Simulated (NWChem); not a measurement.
Correlation energy of Br (+1)

```xyz
1

Br     0.0000     0.0000     0.0000
```
Charge +1, spin multiplicity 3.

Program: NWChem.

Basis set: def2-SVP. Each correlation energy counts from its own Hartree-Fock reference.

| method | correlation energy (mHa) |
|---|---|
| CCSD[T] on UHF | -196.8 |
| CCSD on ROHF | -197.9 |
| CCSD on UHF | -193.8 |
| CCSDT on ROHF | -200.9 |
| UMP2 | -184.7 |
| CCSD[T] on ROHF | -201.0 |
| CCSD(T) on ROHF | -200.9 |
| CCSD(T) on UHF | -196.6 |
| SCS-UMP2 | -170.3 |

The values span 30.7 mHa, from CCSD[T] on ROHF (lowest) to SCS-UMP2 (highest). 

The Hamiltonian is non-relativistic. The correlated methods keep 9 core orbitals frozen. The stability of the SCF solutions was not checked. Open-shell Hartree-Fock references start from PBE0 orbitals. Coupled-cluster values serve here as a point of comparison, not as the truth.
